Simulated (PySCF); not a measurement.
## BrCl⁺: one state, many levels of theory

State: ²Π (doublet), unpaired electrons π ↑. Set-up: PySCF, scalar-relativistic core potentials, basis sets Br cc-pVDZ-PP with ECP10, Cl cc-pV(D+d)Z. De refers to Br⁺ + Cl in their high-spin ground configurations, without counterpoise correction. The functionals are run spin-unrestricted. A positive dipole points towards Cl; it is taken about the centre of mass and depends on that origin. Levels whose curve was spin-contaminated or gave no clean fit are not listed.

```json
{"Level": "UHF", "Re (Å)": "2.049", "ωe (cm⁻¹)": "489", "De (eV)": "0.74", "μ (D)": "-0.43", "CPU s a point (SCF and correlation, without the integrals)": "0.076"}
{"Level": "UHF-CCSD", "Re (Å)": "2.079", "ωe (cm⁻¹)": "488", "De (eV)": "2.17", "μ (D)": "n/a", "CPU s a point (SCF and correlation, without the integrals)": "n/a"}
{"Level": "UHF-CCSD(T)", "Re (Å)": "2.087", "ωe (cm⁻¹)": "479", "De (eV)": "2.35", "μ (D)": "n/a", "CPU s a point (SCF and correlation, without the integrals)": "2.2"}
{"Level": "PBE", "Re (Å)": "2.090", "ωe (cm⁻¹)": "475", "De (eV)": "3.58", "μ (D)": "0.54", "CPU s a point (SCF and correlation, without the integrals)": "0.34"}
{"Level": "revPBE", "Re (Å)": "2.097", "ωe (cm⁻¹)": "468", "De (eV)": "3.32", "μ (D)": "0.52", "CPU s a point (SCF and correlation, without the integrals)": "0.25"}
{"Level": "BP86", "Re (Å)": "2.097", "ωe (cm⁻¹)": "469", "De (eV)": "3.56", "μ (D)": "0.55", "CPU s a point (SCF and correlation, without the integrals)": "0.25"}
{"Level": "r²SCAN", "Re (Å)": "2.072", "ωe (cm⁻¹)": "493", "De (eV)": "3.24", "μ (D)": "0.50", "CPU s a point (SCF and correlation, without the integrals)": "0.45"}
{"Level": "r²SCANh", "Re (Å)": "2.061", "ωe (cm⁻¹)": "507", "De (eV)": "3.07", "μ (D)": "0.46", "CPU s a point (SCF and correlation, without the integrals)": "0.51"}
{"Level": "PBE0", "Re (Å)": "2.056", "ωe (cm⁻¹)": "516", "De (eV)": "3.08", "μ (D)": "0.42", "CPU s a point (SCF and correlation, without the integrals)": "0.6"}
```

**Question.** Which functional lies closest to UHF-CCSD(T) in De, which farthest, and by how much do they differ from it?

**Answer.** Closest is r²SCANh (-2.6 pm in Re, +5.8 % in ωe, +0.72 eV in De against UHF-CCSD(T) in the same basis), farthest PBE (+0.3 pm in Re, -0.8 % in ωe, +1.23 eV in De). CCSD(T) converges more slowly with the basis than the functionals do and binds too weakly in this one, so the order can change at the basis-set limit.

**Question.** What does the step from GGA to meta-GGA do here, going from PBE to r²SCAN?

**Answer.** r²SCAN less PBE: -1.8 pm in Re, +3.8 % in ωe, -0.34 eV in De. 

**Question.** What does the triples do here, going from UHF-CCSD to UHF-CCSD(T)?

**Answer.** UHF-CCSD(T) less UHF-CCSD: +0.8 pm in Re, -1.8 % in ωe, +0.18 eV in De. Correlation nearly always deepens the well. The bond lengthens, as in strong covalent bonds, where excitations into antibonding orbitals dominate.

Correlated steps freeze 9 core orbitals. Correlated levels converge slowly with the basis: in double zeta they bind strong bonds too weakly, by up to about 1 eV, and carry superposition errors of some tenths. Spin–orbit coupling is left out. For an ion De counts to the pair picked by the measured ionisation energies or electron affinities, which need not be the lowest pair at this level. The state was picked by a PBE0 search and need not be the measured ground state.

The whole job (state search and all levels along the bond) took about 0.99 min on 1 thread of Intel Xeon 6975P-C (shared host), peak memory 0.51 GiB.
